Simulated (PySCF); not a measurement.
# How the method changes the shape and vibrations of Cl2GeH3N

All numbers below are calculated, not measured. They come from PySCF 2.14.0, an open-source quantum chemistry program, on an isolated molecule that a program drew, which may never have been made. The molecule is Cl2GeH3N (charge 0, singlet), drawn as the SMILES string `[NH2][GeH]([Cl])[Cl]`.

The geometry was optimised and harmonic frequencies were computed with HF and MP2, all in the cc-pV(D+d)Z basis, for the commonest isotopes, with a restricted reference for singlets and an unrestricted one otherwise, and a frozen core in MP2. Germanium has the cc-pVDZ-PP basis, with a core potential (ECP10MDF) in place of its 10 inner electrons, and its 3s, 3p and 3d shells are frozen in MP2. Each result is a local minimum of its method.

Geometry at the HF minimum:
```xyz
7
Cl2GeH3N, angstrom
N    -1.0268    0.7110   -1.0106
Ge    0.3443    1.5487   -0.1838
Cl    1.1799    2.9185   -1.6135
Cl    1.7875    0.0323    0.3024
H    -1.7380    1.3162   -1.3828
H    -1.4509   -0.0362   -0.4885
H     0.0800    2.3361    1.0858
```

Lengths of the bonds as drawn, in Å (atoms numbered as above):
```
bond,HF,MP2
N1-Ge2,1.807,1.833
Ge2-Cl3,2.149,2.150
Ge2-Cl4,2.149,2.150
N1-H5,1.005,1.024
N1-H6,1.005,1.024
Ge2-H7,1.517,1.529
```

Rotational constants, in GHz:
| constant | HF | MP2 |
|---|---|---|
| A | 3.859 | 3.849 |
| B | 2.11 | 2.091 |
| C | 1.547 | 1.539 |

Harmonic frequencies in cm^-1, each column in rising order, so a row needn't be the same motion in every method:
```
rank,HF,MP2
1,105,122
2,150,141
3,227,213
4,242,233
5,431,426
6,449,450
7,536,585
8,752,718
9,786,747
10,800,759
11,968,931
12,1683,1560
13,2297,?
14,3740,3526
15,3842,3637
```

**Estimate the missing MP2 frequency from the HF column.**

A single factor s that minimises the squared misfit of MP2 against s times HF over the other rows is sum(HF x MP2) / sum(HF^2) = 0.9460, with an rms misfit of 25 cm^-1. For rank 13 it gives 0.9460 x 2297 = 2173 cm^-1. The calculation gives 2215 cm^-1, 42 cm^-1 above the estimate. The drawn bonds are on average 1.0 % longer in MP2 than in HF.
